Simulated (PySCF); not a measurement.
# How methods differ on the excitation energy of P

P [Ne] 3s2 3p3 (4S) → P [Ne] 3s1 3p3 4s1 (6S), as a difference of total energies. All numbers are calculated (PySCF 2.14, no relativity, point nucleus, in aug-cc-pwCVTZ). Correlated levels: valence and next inner shell: 1s2 frozen. The calculations carry no spin-orbit coupling.

```tsv
method	excitation energy (eV)
UHF	10.699
MP2 (valence and next inner shell)	12.349
SCS-MP2 (valence and next inner shell)	12.792
CCSD (valence and next inner shell)	12.447
CCSD(T) (valence and next inner shell)	12.555
```

Question: How much does correlation contribute at CCSD(T) (valence and next inner shell)?

Answer: 12.555 − (10.699) = 1.856 eV, measured against UHF.

The upper state lies above the first ionisation limit, but in LS coupling its spin forbids autoionisation to the ground ion. A Rydberg-like electron needs more diffuse functions than a valence basis has.

The promoted electron is Rydberg-like, and one or two diffuse shells describe it only roughly, which tends to raise the upper state.
